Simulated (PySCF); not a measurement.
Compound: C₅H₉O₂ (doublet state).
Cartesian coordinates in Å at the GFN2-xTB level; atoms count from 1:
```xyz
16
C5H9O2 angstrom
C     -1.9077    0.9796    0.2147
C     -1.0497    0.0312    0.9441
C     -0.4435   -1.0450    0.0374
C      0.4877   -0.4286   -1.0033
C      1.7773    0.0671   -0.4025
O      2.1937   -0.1773    0.6970
O      2.4554    0.8343   -1.2701
H     -2.4879    0.6496   -0.6255
H     -2.0728    1.9694    0.5922
H     -0.2502    0.5646    1.4651
H     -1.6334   -0.4806    1.7278
H      0.1211   -1.7538    0.6448
H     -1.2439   -1.5843   -0.4718
H      0.7550   -1.1623   -1.7679
H      0.0016    0.4108   -1.5046
H      3.2898    1.1343   -0.8763
```

The hyperfine couplings belong to this conformer and change with its torsions.

As a line formula: `[CH2]CCCC(=O)O` [radical].

Theory: UKS B3LYP, pcH-1 on C H O, non-relativistic, mean-field spin-orbit, GIAO in PySCF. The structure is a single GFN2-xTB conformer in the gas phase; no vibrational or solvent corrections. A GFN2-xTB geometry isn't a minimum of the functional, and hyperfine couplings can be far from their values at a DFT geometry. Stability of the SCF solution: not tested.

**Question.** Match the computed a_iso(13C) values +91.7, -33.3, +18.7, +1.6 MHz with the sites C1; C2; C3; C4.

**Answer.** 
| site | a_iso (MHz) | ρ(0) (bohr⁻³) | position | distance from C1 (Å) | spin population | largest \|T\| (MHz) |
| --- | --- | --- | --- | --- | --- | --- |
| C1 | +91.7 | +0.0816 | largest spin population | 0.00 | +1.07 | 161.3 |
| C2 | -33.3 | -0.0296 | 1 bond from C1 | 1.47 | -0.09 | 2.6 |
| C3 | +18.7 | +0.0166 | 2 bonds from C1 | 2.50 | +0.01 | 3.7 |
| C4 | +1.6 | +0.0015 | 3 bonds from C1 | 3.03 | +0.01 | 2.2 |

ρ(0) is the spin density at the nucleus and T the dipolar tensor; entries for several nuclei are means. The Mulliken spin populations are largest on C1 (+1.07), C2 (-0.09) and H11 (+0.07). No atom but C1 exceeds +0.15. The positive populations add up to 1.18 and the negative ones to -0.18, together 2S = 1. The angles at C1 add up to 359.4°, so it is planar; its axial dipolar tensor and the negative couplings of its protons fit spin in a p orbital normal to that plane.

Nuclei that the bonding pattern makes equivalent are averaged, as if the motion that swaps them (rotation, inversion, ring flip) were fast. The 1H value of +103.1 MHz is a mean of couplings from 42.7 to 163.5 MHz in this one geometry, not an average over conformers.

The run took 46 s wall (with the writing of density and orbital grids) on Arm Neoverse V2, one thread (shared host), and the process peaked at 0.98 GiB of memory.
